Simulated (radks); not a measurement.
Species: Dy3+. Configuration: [Kr] 4d10 4f9 5p6 6p2 (not the ground configuration). Calculated with a radial shooting solver on a logarithmic mesh with Libxc functionals: scalar-relativistic Kohn-Sham, PBE, spin-unpolarised, spherical densities, finite nucleus; Fermi nuclear charge, rms radius 5.2218 fm.

X-ray form factor f0, the Fourier transform of the density (f0(0) = 63):

sin(theta)/lambda (1/angstrom),f0 (electrons)
0.05,62.081
0.1,59.762
0.15,56.864
0.2,53.877
0.25,50.899
0.3,47.924
0.4,42.208
0.5,37.214
0.6,33.011
0.8,26.404
1,21.723
1.25,17.995
1.5,15.639
2,12.097
